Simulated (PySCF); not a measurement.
SMILES CC(C)O[Si](C)(O)O (C4H12O3Si) (GFN2-xTB optimised geometry):

```
20

C     -1.548    -2.125     0.972
C     -1.414    -0.775     1.667
C     -1.453    -0.914     3.185
O     -0.182    -0.179     1.315
Si     0.214     0.673     0.000
C      2.106     0.673     0.000
O     -0.392     2.201     0.000
O     -0.443     0.003    -1.332
H     -2.507    -2.579     1.207
H     -0.748    -2.785     1.297
H     -1.467    -1.983    -0.102
H     -2.233    -0.120     1.338
H     -1.352     0.061     3.654
H     -0.629    -1.543     3.515
H     -2.392    -1.363     3.496
H      2.487     1.410    -0.700
H      2.507     0.908     0.979
H      2.501    -0.293    -0.290
H     -0.186     2.785     0.725
H     -0.512     0.533    -2.122
```

Computed with PySCF 2.14.0 with CAM-B3LYP/def2-SVP.

Q: What are the frontier orbital energies and the dipole moment?

A: HOMO-2 -9.88 eV, HOMO-1 -9.76 eV, HOMO -9.33 eV, LUMO 2.16 eV, LUMO+1 3.22 eV; dipole moment 1.13 D.

On the same geometry PBE/def2-SVP (PySCF 2.14.0) gives HOMO-2 -6.89 eV, HOMO-1 -6.73 eV, HOMO -6.29 eV, LUMO 0.42 eV, LUMO+1 1.36 eV; dipole moment 1.12 D.

Meta-Löwdin charges at CAM-B3LYP/def2-SVP: C1 -0.30, C2 0.18, C3 -0.29, O4 -0.63, Si5 1.41, C6 -0.58, O7 -0.72, O8 -0.72, H9 0.09, H10 0.09, H11 0.11, H12 0.07, H13 0.10, H14 0.10, H15 0.09, H16 0.11, H17 0.11, H18 0.12, H19 0.33, H20 0.34.
